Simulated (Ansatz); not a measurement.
`C=C[N]([GeH3])[SiH2]Cl`. The species carries charge 0 and has multiplicity 1. Geometry: relaxed with PBE0-D4/def2-TZVP. It is one conformer, not always the lowest.

```xyz
14

C     2.017   -0.912   -0.032
C     1.132   -0.090   -0.594
N    -0.116    0.274   -0.091
Ge   -0.670   -0.449    1.537
Si   -1.193    1.185   -1.067
Cl   -2.417   -0.002   -2.229
H     2.964   -1.094   -0.520
H     1.841   -1.421    0.909
H     1.383    0.378   -1.544
H    -0.698   -1.980    1.432
H     0.315   -0.001    2.625
H    -2.072    0.122    1.768
H    -2.088    1.975   -0.197
H    -0.398    2.016   -1.998
```

(1) What is the dipole moment at PBE/def2-TZVPP? (Estimate.)

(2) And with r2SCAN, B3LYP, ωB97M-V? (Best estimate.)

(3) Give the Mulliken charges with PBE, ωB97M-V, r2SCAN in def2-TZVPP. (Best estimate.)

Results:

(1) Computed: 1.44 D, with components (0.45, 0.42, 1.30) D in this frame, pointing from negative to positive charge.

(2) The calculation gave: r2SCAN 1.48 D, B3LYP 1.50 D, ωB97M-V 1.50 D.

(3) Computed: 
```tsv
atom	PBE	ωB97M-V	r2SCAN
C1	-0.25	-0.28	-0.27
C2	0.00	0.05	0.06
N3	-0.20	-0.35	-0.33
Ge4	0.14	0.08	0.18
Si5	0.38	0.37	0.51
Cl6	-0.23	-0.22	-0.26
H7	0.09	0.09	0.08
H8	0.07	0.08	0.07
H9	0.08	0.09	0.08
H10	0.01	0.04	0.01
H11	0.01	0.04	0.01
H12	0.02	0.05	0.02
H13	-0.05	-0.02	-0.07
H14	-0.06	-0.02	-0.07
```

B3LYP here is the variant with VWN-RPA as its local correlation; programs differ in this.
